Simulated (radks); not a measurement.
Species: S7.875+. Configuration: 1s1.125 2s2 2p5 (fractional occupations, a model configuration).

Calculated with a radial shooting solver on a logarithmic mesh with Libxc functionals: non-relativistic Kohn-Sham, SCAN, spin-unpolarised, spherical densities, point nucleus; meta-GGA in the generalised Kohn-Sham scheme.

Energy parts (eV):
| part | energy |
|---|---|
| total | -7939.497 |
| kinetic | 7931.352 |
| electron-nucleus | -17745.135 |
| Hartree | 2324.128 |
| exchange-correlation | -449.842 |

Orbitals (lengths in bohr, moments of r in powers of bohr; r(max) is where P^2 peaks):
orbital   occ.  eigenvalue (eV)   r(max)    <r^2>
1s       1.125        -2752.645  0.06303  0.01227
2s           2        -418.5222   0.3682   0.2312
2p           5        -369.9922   0.2992   0.1894

The highest occupied level is 2p at -369.99 eV. The density falls to 0.001 e/bohr^3 at r = 1.36 bohr. The electron density at the nucleus is 1651 e/bohr^3.
